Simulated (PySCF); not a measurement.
C4H10Si2, SMILES C1(=C)[Si@H]([SiH3])CC1. Heavy atoms are numbered as in [CH2:1]=[C:2]1[CH2:3][CH2:4][Si@H:5]1[SiH3:6]. Hydrogens are named by the atom that carries them.

Geometry optimised at B3LYP-D3(BJ)/def2-SVP. A frequency run showed that this geometry is not a minimum. The structure was generated by enumeration; whether it is a known compound was not checked.

Computed with r2SCAN/def2-TZVP (PySCF).

ESP charges are fitted to the potential on shells at 1.4 to 2.0 van der Waals radii. Atomic charges (e), one atom of each kind:

```csv
atom,ESP fit,Löwdin
C1 (CH2),-0.63,-0.20
C2,(withheld),-0.27
C3 (CH2),-0.09,-0.23
C4 (CH2),-0.39,-0.34
Si5 (SiH),0.32,0.25
Si6 (SiH3),0.00,0.13
H on C1,(withheld),0.12
H on C3,(withheld),0.14
H on C4,(withheld),0.13
H on Si5,(withheld),-0.03
H on Si6,-0.03,-0.03
```

Problem. Some entries are withheld; supply them. (An estimate is asked for; the answer gives what the named calculation found.)

Solution. 
- C2, ESP fit: 0.14
- H on C1, ESP fit: 0.21
- H on C3, ESP fit: 0.08
- H on C4, ESP fit: 0.12
- H on Si5, ESP fit: -0.10

Problem. Give the Mayer and Wiberg (Löwdin basis) orders of the bonds. (The exact figures need the calculation; the answer reports its results.)

Solution. 
```csv
bond,Mayer,Wiberg
C1–C2,1.82,2.13
C2–C3,0.92,1.15
C3–C4,0.98,1.18
C2–Si5,0.97,1.00
C4–Si5,0.96,1.07
Si5–Si6,0.94,1.11
```
